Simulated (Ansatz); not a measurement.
```yaml
crystal:
  periodic: [false, false, false]
  atoms:
    - {symbol: Ag, position_ang: [-0.787385, 1.001624, 0.519697]}
    - {symbol: Ag, position_ang: [1.860900, 1.369475, 0.179873]}
    - {symbol: Ag, position_ang: [0.786444, -0.999771, -0.523984]}
    - {symbol: Ag, position_ang: [-1.859949, -1.371319, -0.175585]}
basis:
  gaussian: {orbitals: def2-mTZVP}
total_charge: -1
magnetization: {spin_polarized: true, initial_magnetization: 1}
hamiltonian: {xc: {name: PBE0}, dispersion: d4}
scf: {omitted_lower_state_checks: [starts]}
output: {forces: true}
```

```sh
$ ansatz run in.yaml --threads 4 --pin off --events-out ev --progress --plain --max-ram 3916MiB
```

It prints (some lines left out):

```
Functional definition: PBE0
1544 factors; integrals over basis functions are off by at most 1.3e-4 eV
mean field evaluation 1: about -16001.4085 eV, gradient 1.0e1 eV
mean field evaluation 2: about -16000.8812 eV, gradient 1.9e1 eV
mean field evaluation 4: about -16001.9194 eV, gradient 4.9e-1 eV
mean field evaluation 8: about -16002.1659 eV, gradient 1.3e-1 eV
mean field evaluation 16: about -16002.1661 eV, gradient 5.4e-5 eV
mean field -16002.16605917 eV, -588.0687560167 hartree, gradient 2.0e-5 eV, S^2 0.759508; 0 other end points of the search recorded, 0 dependent functions left out
reference -16002.16608620 eV, -588.0687570102 hartree; 39, 38 occupied and 93, 94 virtual orbitals, 1544 factors
Total energy: -16002.36425963 eV, -588.0760397494 hartree
Atom 0 at    -0.787385     1.001624     0.519697 Å, force    -0.214430     0.272219     0.142496 eV/Å
Atom 1 at     1.860900     1.369475     0.179873 Å, force     0.293582     0.216753     0.027763 eV/Å
Atom 2 at     0.786444    -0.999771    -0.523984 Å, force     0.214979    -0.273121    -0.141993 eV/Å
Atom 3 at    -1.859949    -1.371319    -0.175585 Å, force    -0.294130    -0.215851    -0.028266 eV/Å
Dipole moment:     0.000052    -0.000085     0.000151 e Å
Checks for a lower state left out: starts
```

Run time 7.5 s (4 threads of Arm Neoverse V1 on a shared host), peak host memory 0.65 GiB.

In the def2 sets Ag takes a core potential; there is no spin–orbit coupling. The highest occupied level of an anion often lies above zero with these methods, and sets without diffuse functions describe the outer electron poorly.

The dipole of an ion depends on the origin.
